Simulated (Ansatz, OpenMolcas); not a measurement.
**The same job for OpenMolcas**

Ansatz 0.2.0 runs this on C4H4Si (SMILES C#C[SiH2]C#C):

run.yaml:
```yaml
crystal:
  periodic: [false, false, false]
  atoms:
    - symbol: C
      position_ang: [1.986100, -0.068000, 1.693000]
    - symbol: C
      position_ang: [1.245000, -0.318200, 0.775800]
    - symbol: Si
      position_ang: [0.139500, -0.713800, -0.616400]
    - symbol: C
      position_ang: [-1.252900, 0.459600, -0.648400]
    - symbol: C
      position_ang: [-2.180600, 1.228700, -0.681700]
    - symbol: H
      position_ang: [2.639600, 0.155600, 2.505100]
    - symbol: H
      position_ang: [0.896100, -0.611400, -1.885800]
    - symbol: H
      position_ang: [-0.384600, -2.089300, -0.450100]
    - symbol: H
      position_ang: [-2.999800, 1.910300, -0.708600]
basis:
  gaussian:
    orbitals: cc-pVDZ
hamiltonian:
  xc: {name: BLYP}
accuracy: high
output: {orbitals: {seedname: orbitals}}
```

```bash
$ ansatz run run.yaml --threads 1 --pin off --max-ram 3480MiB --events-out events.jsonl --progress --plain --runs-dir runs
```

Geometry: relaxed at PBE0-D4/def2-TZVP.

It gives a total energy of -444.125868 Eh.

Translate the job to OpenMolcas 26.06 as an input file of the program's own, asking for the gradient.

One way, which was run:

run.input:
```
&gateway
 baslib=$CurrDir
 coord
 9
 angstrom
 C        1.986100      -0.068000       1.693000
 C        1.245000      -0.318200       0.775800
 Si       0.139500      -0.713800      -0.616400
 C       -1.252900       0.459600      -0.648400
 C       -2.180600       1.228700      -0.681700
 H        2.639600       0.155600       2.505100
 H        0.896100      -0.611400      -1.885800
 H       -0.384600      -2.089300      -0.450100
 H       -2.999800       1.910300      -0.708600
 basis=cc-pVDZ
 group=NoSym

&seward
 gridinput
 Grid=UltraFine
 End of Grid

&scf
 ksdft=BLYP
 thresholds=1e-10 1e-07 1e-07 1e-05
 prorbitals=1

&alaska
```

```bash
$ export MOLCAS_MEM=1860
$ pymolcas run.input > run.log
```

(Basis files named in the input come from the Basis Set Exchange and aren't shown.)

Its energy is -444.125869 Eh, the same as the first but for the last digit, at most.
